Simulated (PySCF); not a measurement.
Ti: excitation energy

Ti [Ar] 3d2 4s2 (3F) → Ti [Ar] 3d3 4s1 (5F), as a difference of total energies. All numbers are calculated (PySCF 2.14, no relativity, point nucleus, in cc-pVTZ (7s6p4d2f1g, 68 functions)). Correlated levels: valence: [Ar] frozen. The calculations carry no spin-orbit coupling.

Problem. Order these methods by the excitation energy they give, lowest first.
A. MP2 (valence)
B. CCSD(T) (valence)
C. UHF
D. CCSD (valence)

Solution. C (4739.2 cm⁻¹), A (6544.8 cm⁻¹), D (7609.2 cm⁻¹), B (7801.7 cm⁻¹).

These non-relativistic numbers lack the scalar-relativistic shift.

Errors of the correlated levels include the incompleteness of this basis and the frozen core.

For comparison: 6498.9 cm⁻¹ (measured; NIST levels, between the centres of gravity of the two terms).
